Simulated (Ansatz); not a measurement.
`CN([SiH3])B[SiH3]` + `C[SiH2]O` → `C[SiH2]OB[SiH3]` + `CN[SiH3]`  (ligand exchange at a B–N bond)

Program: Ansatz. Geometries: PBE0-D4/def2-TZVP. ΔE: electronic, gas phase. CCSD(T)/CBS adds triple-zeta CCSD(T) − MP2 to the extrapolated MP2 energy (def2 sets, frozen cores). This one scheme is used for every species. Functionals use def2-TZVPP. B3LYP here is the variant with VWN-RPA as its local correlation; programs differ in this. One conformer a species, not always the lowest.

```
             level  ΔE (kcal/mol)  difference from CCSD(T)/CBS
            PBE-D4            3.2                          0.5
         r2SCAN-D4            2.0                         -0.7
           ωB97M-V            1.9                         -0.8
            B2PLYP            0.7                         -2.0
            r2SCAN            1.8                         -0.9
              PBE0            1.7                         -1.0
             B3LYP           -0.7                         -3.4
     HF/def2-TZVPP           -4.1                         -6.8
    MP2/def2-TZVPP            3.5                          0.8
SCS-MP2/def2-TZVPP            2.0                         -0.7
CCSD(T)/def2-TZVPP            2.6                         -0.1
     HF/def2-QZVPP           -4.3                         -7.0
    MP2/def2-QZVPP            3.4                          0.7
      HF/CBS(def2)           -4.4                         -7.1
     MP2/CBS(def2)            3.5                          0.8
    CCSD/CBS(def2)            1.6                         -1.1
       CCSD(T)/CBS            2.7                            0
```

Largest T1 diagnostic among the species: 0.013.

In def2-TZVPP, CCSD(T) changes the Hartree–Fock value by +6.7 kcal/mol (the triples alone add +1.1 kcal/mol) and MP2 by +7.5 kcal/mol. The D4 term adds +1.8 kcal/mol with B3LYP and +0.9 kcal/mol with PBE0; it sums over pairs of atoms, weighted by their polarisabilities, and B3LYP, whose exchange is more repulsive, gets the larger term.
